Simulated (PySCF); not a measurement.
PySCF input (M06-2X/6-311+G**):

```python
from pyscf import gto, dft

mol = gto.M(
    atom='''
    Al    0.03958800    0.04681700    1.24054000
    Al   -0.03958800   -0.04681700   -1.24054000
    H     1.32878700   -0.34647600    2.14043700
    H    -1.19064000    0.50984600    2.18852100
    H     1.19064000   -0.50984600   -2.18852100
    H    -1.32878700    0.34647600   -2.14043700
    ''',
    basis='6-311+g**',
    charge=-1,
    spin=1,
    verbose=4,
)

mf = dft.UKS(mol, xc='m062x')
mf.grids.level = 4
mf.conv_tol = 1e-9
mf.max_cycle = 100
mf.max_memory = 1500
mf.kernel()
if not mf.converged:
    mf = mf.newton()
    mf.kernel(mf.make_rdm1())
mo, _, stable, _ = mf.stability(return_status=True)
if not stable:
    mf.kernel(mf.make_rdm1(mo, mf.mo_occ))
    stable = mf.stability(return_status=True)[2]
mf.dip_moment()
```

From the output:

```
direct_scf = True
direct_scf_tol = 1e-13
number electrons alpha = 16  beta = 15
XC library pyscf.dft.libxc version 7.1.2
    S. Lehtola, C. Steigemann, M. J. T. Oliveira, and M. A. L. Marques,  SoftwareX 7, 1–5 (2018)
XC functionals = m062x
    Y. Zhao and D. G. Truhlar,  Theor. Chem. Acc. 120, 215 (2008)
    Y. Zhao and D. G. Truhlar,  Theor. Chem. Acc. 120, 215 (2008)
radial grids:
    Treutler-Ahlrichs [JCP 102, 346 (1995); DOI:10.1063/1.469408] (M4) radial grids

becke partition: Becke, JCP 88, 2547 (1988); DOI:10.1063/1.454033
pruning grids: <function nwchem_prune>
grids dens level: 4
symmetrized grids: False
atomic radii adjust function: <function treutler_atomic_radii_adjust>
small_rho_cutoff = 0
Set gradient conv threshold to 3.16228e-05
tot grids = 120216
init E= -486.860422716602
  alpha nocc = 16  HOMO = -0.112450983201387  LUMO = -0.0259438306610294
  beta  nocc = 15  HOMO = -0.249472564347204  LUMO = -0.112450983201381

WARN: HOMO -0.112450983201387 >= LUMO -0.112450983201381

cycle= 1 E= -487.194755497159  delta_E= -0.334  |g|= 0.114  |ddm|= 1.27
  alpha nocc = 16  HOMO = -0.000214182547883579  LUMO = 0.132450805393211
  beta  nocc = 15  HOMO = -0.0789056987784078  LUMO = 0.091814789355916
  HOMO = -0.000214182547884  LUMO = 0.0918147893559  gap/eV = 2.50424
cycle= 2 E= -487.208726898745  delta_E= -0.014  |g|= 0.0263  |ddm|= 0.374
  alpha nocc = 16  HOMO = -0.0186823414910287  LUMO = 0.124077782282942
  beta  nocc = 15  HOMO = -0.105753850175773  LUMO = 0.0749958552530806
  HOMO = -0.018682341491  LUMO = 0.0749958552531  gap/eV = 2.54911
cycle= 3 E= -487.20936424386  delta_E= -0.000637  |g|= 0.0066  |ddm|= 0.117
  alpha nocc = 16  HOMO = -0.0172818444075246  LUMO = 0.120943052991741
  beta  nocc = 15  HOMO = -0.103461673577839  LUMO = 0.072891768330431
  HOMO = -0.0172818444075  LUMO = 0.0728917683304  gap/eV = 2.45375
cycle= 4 E= -487.209426584487  delta_E= -6.23e-05  |g|= 0.00303  |ddm|= 0.0264
  alpha nocc = 16  HOMO = -0.0182930763670487  LUMO = 0.119697477244623
  beta  nocc = 15  HOMO = -0.105015498942544  LUMO = 0.0716348328910605
  HOMO = -0.018293076367  LUMO = 0.0716348328911  gap/eV = 2.44706
cycle= 5 E= -487.209434658238  delta_E= -8.07e-06  |g|= 0.000716  |ddm|= 0.00936
  alpha nocc = 16  HOMO = -0.0182050973352369  LUMO = 0.119410186054268
  beta  nocc = 15  HOMO = -0.104959330227952  LUMO = 0.0714836892099808
  HOMO = -0.0182050973352  LUMO = 0.07148368921  gap/eV = 2.44056
cycle= 6 E= -487.20943565424  delta_E= -9.96e-07  |g|= 0.000225  |ddm|= 0.00314
  alpha nocc = 16  HOMO = -0.0181945655812638  LUMO = 0.119390971831352
  beta  nocc = 15  HOMO = -0.104971933829615  LUMO = 0.0714969371794272
  HOMO = -0.0181945655813  LUMO = 0.0714969371794  gap/eV = 2.44063
cycle= 7 E= -487.209435766129  delta_E= -1.12e-07  |g|= 7.29e-05  |ddm|= 0.00089
  alpha nocc = 16  HOMO = -0.0182071210312679  LUMO = 0.119387996367557
  beta  nocc = 15  HOMO = -0.104992046607568  LUMO = 0.071495514461443
  HOMO = -0.0182071210313  LUMO = 0.0714955144614  gap/eV = 2.44093
cycle= 8 E= -487.209435778912  delta_E= -1.28e-08  |g|= 1.17e-05  |ddm|= 0.000349
  alpha nocc = 16  HOMO = -0.0182084624901183  LUMO = 0.119391483708101
  beta  nocc = 15  HOMO = -0.10498876707485  LUMO = 0.0714974059664949
  HOMO = -0.0182084624901  LUMO = 0.0714974059665  gap/eV = 2.44102
cycle= 9 E= -487.209435779272  delta_E= -3.61e-10  |g|= 2.88e-06  |ddm|= 6.83e-05
  alpha nocc = 16  HOMO = -0.0182077309362264  LUMO = 0.119392959425898
  beta  nocc = 15  HOMO = -0.104987013288118  LUMO = 0.0714990594991251
  HOMO = -0.0182077309362  LUMO = 0.0714990594991  gap/eV = 2.44105
Extra cycle  E= -487.209435779296  delta_E= -2.38e-11  |g|= 1.24e-06  |ddm|= 1.7e-05
converged SCF energy = -487.209435779296  <S^2> = 0.75387769  2S+1 = 2.0038739
uhf_internal: lowest eigs of H = [0.14353112 0.1746208  0.20005589]
<class 'pyscf.dft.uks.UKS'> wavefunction is stable in the internal stability analysis

WARN: System has nonzero charge -1; the dipole moment is origin-dependent.
Location of origin: [0. 0. 0.]

Dipole moment(X, Y, Z, Debye):  0.00000,  0.00000, -0.00000
```

The dipole moment of an ion depends on the origin.

The geometry given is a B3LYP-D3(BJ)/def2-TZVP minimum.
